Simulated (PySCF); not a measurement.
## A barrier at the coupled-cluster level

Start structure (SiNH$_{6}$OF, closed shell), relaxed at PBE0-D4/def2-TZVP:

```xyz
10
angstrom
Si 0.2527 0.0998 0.9091
F 1.6266 0.1553 0.0794
H -0.3445 -1.2440 0.7513
H -0.5970 1.2717 0.6502
O 0.6547 0.2958 2.4940
H 0.2878 -0.5430 -2.1366
N -0.5225 -0.0968 -1.7240
H 1.1512 -0.4042 2.9191
H -1.3366 -0.6496 -1.9627
H -0.6264 0.8089 -2.1651
```

The step: SiH₃OF ([OH][SiH2][F]) + NH₃ → SiNH₅O ([NH2][SiH2][OH]) + HF; bonds formed: Si1–N7, F2–H6; bonds broken: Si1–F2, H6–N7. Program: PySCF 2.14 with density fitting (its default auxiliary sets; JK sets also for MP2 and CCSD(T)). Basis: def2-TZVPP and def2-QZVPP. Cores are frozen in the correlated methods. Extrapolation: Hartree–Fock as exp(−7.88 √X), correlation as X^−2.97. Energies below are by CCSD(T) at an estimated basis limit (MP2 extrapolated from triple and quadruple zeta, plus CCSD(T) − MP2 in triple zeta).

(1) What are the electronic barrier and the energy of the step, from the start structure to the end structure? (An estimate is asked for; the value comes from the calculation.)

The T1 diagnostic stays at or below 0.013.

Answers

(1) Computed: Barrier 1.267 eV; step energy 0.586 eV (uphill); reverse barrier, their difference, 0.681 eV. Barrier and step energy count from the start structure, the reverse barrier from the end structure.

The saddle point: One imaginary mode of 443i cm⁻¹.
| pair | start (Å) | saddle (Å) | end (Å) |
| --- | --- | --- | --- |
| Si1–N7 | 2.75 | 1.86 | 1.76 |
| F2–H6 | 2.68 | 1.33 | 0.97 |
| Si1–F2 | 1.61 | 2.22 | 3.22 |
| H6–N7 | 1.01 | 1.13 | 1.65 |

Zero-point energy (harmonic, PBE0-D4): ZPE is 1.936 eV at the start and 1.932 eV at the saddle, so the barrier goes from 1.267 to 1.263 eV.

The step is the kind of exchange with an N–H group that builds nitride films in atomic layer and chemical vapour deposition.

Labels in which every atom is bracketed show which atoms are joined, not bond orders.

For scale, one of the runs: CCSD(T)/def2-TZVPP, 219 basis functions, launched by `OMP_NUM_THREADS=4 python run.py`. Time: 10 min of wall clock on 4 CPU threads of an Arm Neoverse V2; the host was shared. Peak host memory: 3.8 GiB.
